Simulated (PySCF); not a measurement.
An equivalent PySCF input for Sb²⁺ (antimony, charge +2), [Kr] 4d10 5s2 5p1, 2P determinant, with a scalar-relativistic core potential:

```python
from pyscf import gto, scf, dft, mp, cc
import basis_set_exchange as bse
txt = bse.get_basis("aug-cc-pVDZ-PP", elements=["Sb"], fmt="nwchem", header=False)
cut = txt.index("\nECP")
mol = gto.M(atom="Sb 0 0 0", charge=2, spin=1, symmetry="D2h",
            basis=gto.basis.parse(txt[:cut]),
            ecp={"Sb": gto.basis.parse_ecp(txt[cut:])})
mf = dft.UKS(mol, xc="PBE0")
mf.irrep_nelec = {'Ag': (4, 4), 'B1g': (1, 1), 'B2g': (1, 1), 'B3g': (1, 1), 'B1u': (1, 1), 'B2u': (2, 1), 'B3u': (1, 1)}
mf.kernel()
```

It reaches the same state as the run whose output follows, with an energy that differs only through the grid. The run itself started from symmetry-adapted Hartree-Fock orbitals and held the occupation by maximum overlap, on a logarithmic radial grid, so the iterations belong to that start.

```
SCF conv_tol = 1e-09
number electrons alpha = 11  beta = 10
XC functionals = PBE0
    C. Adamo and V. Barone.,  J. Chem. Phys. 110, 6158 (1999)
    M. Ernzerhof and G. E. Scuseria.,  J. Chem. Phys. 110, 5029 (1999)
cycle= 1 E= -239.277966714281  delta_E= -0.00446  |g|= 0.00914  |ddm|= 0.404
cycle= 2 E= -239.278012248048  delta_E= -4.55e-05  |g|= 0.00255  |ddm|= 0.0458
cycle= 3 E= -239.278014790482  delta_E= -2.54e-06  |g|= 0.000392  |ddm|= 0.00567
cycle= 4 E= -239.278014880798  delta_E= -9.03e-08  |g|= 1.38e-05  |ddm|= 0.00149
cycle= 5 E= -239.278014880994  delta_E= -1.95e-10  |g|= 1.98e-07  |ddm|= 6.82e-05
converged SCF energy = -239.278014880994  <S^2> = 0.75234327  2S+1 = 2.0023419
```

Energies and moments cover only the electrons outside the core potential.
